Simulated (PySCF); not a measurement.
Dipole response of K⁻ (potassium, charge -1)

[Ar] 4s2, closed-shell 1S. Calculation: PySCF 2.14, in dyall-acv3z; the non-relativistic Hamiltonian (point nucleus). Coupled (time-dependent) response in atomic units; α is the mean over directions.

```csv
method,mean α (bohr³),C₆ (like pair),S(−4)
UHF,2521,111600,5835000
```

S(−4) is the Cauchy moment in α(ω) = α(0) + S(−4) ω² + …

α(iu) at UHF:

```tsv
u (hartree)	α(iu) (bohr³)
0	2521
0.0500	524.5
0.100	178.9
0.200	53.62
0.300	27.02
0.500	12.39
0.750	7.100
1.00	4.809
1.50	2.686
2.00	1.716
3.00	0.8764
5.00	0.3629
```

A single London oscillator, α(iu) = α/(1 + u²/ω²), gives C₆ = (3/4) ω α². Matching the computed C₆ needs ω = 4 × 111600 / (3 × 2521²) = 0.0234 hartree.

For an ion, C₆ is the dispersion term alone; charge-induced terms of lower order in 1/R come first.

The outer electron is barely bound at this level, so radii and moments hang on the diffuse functions.
